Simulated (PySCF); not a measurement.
C2H8N2Si, SMILES C/C=N/[SiH2]N.

The structure is a stationary point at B3LYP-D3(BJ)/def2-SVP. The structure was generated by enumeration; whether it is a known compound was not checked. The values are those of a single conformer.

Calculation: TDA-PBE/def2-SVPD (PySCF).

Vertical excitations. Gas-phase values at a fixed geometry.

| state | energy (eV) | λ (nm) | f | main pairs |
|---|---|---|---|---|
| S1 | 4.07 | 304 | 0.001 | HOMO→LUMO 99 % |
| S2 | 4.75 | 261 | 0.035 | HOMO−1→LUMO 97 % |
| S3 | 5.45 | 227 | 0.005 | HOMO→LUMO+1 99 % |
| S4 | 5.83 | 212 | 0.052 | HOMO→LUMO+2 98 % |
| S5 | 6.25 | 198 | 0.024 | HOMO−1→LUMO+1 96 % |
| S6 | 6.33 | 196 | 0.031 | HOMO→LUMO+3 95 % |
| S7 | 6.38 | 194 | 0.080 | HOMO−2→LUMO 52 %, HOMO−3→LUMO 43 % |
| S8 | 6.56 | 189 | 0.007 | HOMO−1→LUMO+2 92 % |
| S9 | 6.62 | 187 | 0.049 | HOMO→LUMO+4 86 % |
| S10 | 6.92 | 179 | 0.013 | HOMO→LUMO+5 85 % |
| T1 | 3.54 | 351 | 0 | HOMO→LUMO 99 % |
| T2 | 4.45 | 279 | 0 | HOMO−1→LUMO 95 % |
| T3 | 5.14 | 241 | 0 | HOMO−2→LUMO 83 % |
| T4 | 5.28 | 235 | 0 | HOMO→LUMO+1 99 % |
Triplets are in the Tamm–Dancoff approximation.
